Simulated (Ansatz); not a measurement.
Isolated molecules relaxed with PBE0-D4/def2-TZVP in Ansatz; ΔE leaves out vibrations. CCSD(T)/CBS adds triple-zeta CCSD(T) − MP2 to the extrapolated MP2 energy (def2 sets, frozen cores). This one scheme is used for every species, atoms too. Functionals use def2-TZVPP. No spin–orbit coupling; open shells (•) take unrestricted orbitals. Spin–orbit coupling would lower the free atoms: a little for B, C, F, O, Si. Each species was taken in one conformer, which may not be the lowest.

`NBOC[SiH2]F` → B• + C• + F• + 7 H• + N• + O• + Si•  (atomization)

CCSD(T)/CBS gives +4993.6 kJ/mol.

Another level gave +5011.6 kJ/mol. Which?
A. B2PLYP/def2-TZVPP
B. r2SCAN-D4/def2-TZVPP
C. ωB97X-V/def2-TZVPP
D. PBE/def2-TZVPP

C. ωB97X-V 5011.6, r2SCAN-D4 4998.3, B2PLYP 4951.7, PBE 5046.6 kJ/mol.

Largest T1 diagnostic among the species: 0.014.

In def2-TZVPP, CCSD(T) changes the Hartree–Fock value by +1189.9 kJ/mol (the triples alone add +67.3 kJ/mol) and MP2 by +1285.2 kJ/mol; breaking electron pairs costs correlation energy, which Hartree–Fock lacks. From PBE to PBE0 (25 % exact exchange), in def2-TZVPP and without D4, ΔE moves by −89.6 kJ/mol: exact exchange takes away binding that semilocal exchange gives to molecules. The D4 term adds +38.3 kJ/mol with B3LYP and +20.2 kJ/mol with PBE0; it sums over pairs of atoms, weighted by their polarisabilities, and B3LYP, whose exchange is more repulsive, gets the larger term.

B3LYP here is the variant with VWN-RPA as its local correlation; programs differ in this.

For atomizations the MP2-based limit and the directly extrapolated one differ by several kJ/mol either way, and by 10 to 25 for some Ge, Se and Sn compounds, so smaller differences from it don't rank the levels.
